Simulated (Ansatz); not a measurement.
Born–Oppenheimer molecular dynamics of H2O2Zn (5 atoms, charge 0, multiplicity 1). It starts from a relaxed structure.

The calculation used RKS BHLYP-D4/def2-mTZVP in Ansatz 0.2.0.

```yaml
ensemble: NVE (velocity Verlet)
time_step: 0.5 fs
steps_asked: 100
starting_velocities_drawn_for: 500 K
seed: 472381
```

First frame:

```xyz
5
Properties=species:S:1:pos:R:3
Zn -0.054 -0.100 0.000
O -0.036 -0.034 1.770
H -0.871 -0.184 2.206
O -0.009 -0.049 -1.770
H 0.316 -0.832 -2.207
```

(1) How far do the bonds stretch over the last three quarters of this one trajectory? (Pairs bonded in most of those frames.)

## Answers

(1) 
```tsv
bond	mean (Å)	spread (Å)	shortest	longest
Zn1–O2	1.781	0.022	1.74	1.81
Zn1–O4	1.772	0.020	1.74	1.81
O2–H3	0.955	0.022	0.92	0.99
O4–H5	0.957	0.010	0.94	0.97
```

Mean temperature of the second half: 352 K. The conserved energy stayed within 0.26 meV per atom of its start (net change 0.0094 meV per atom), so the integration is sound. A run of 0.05 ps of so small a system gives no equilibrium averages.

Time of the run: 2.9 min on 1 thread of Intel(R) Xeon(R) 6975P-C (Granite Rapids), on a shared host, peak memory 0.18 GiB.
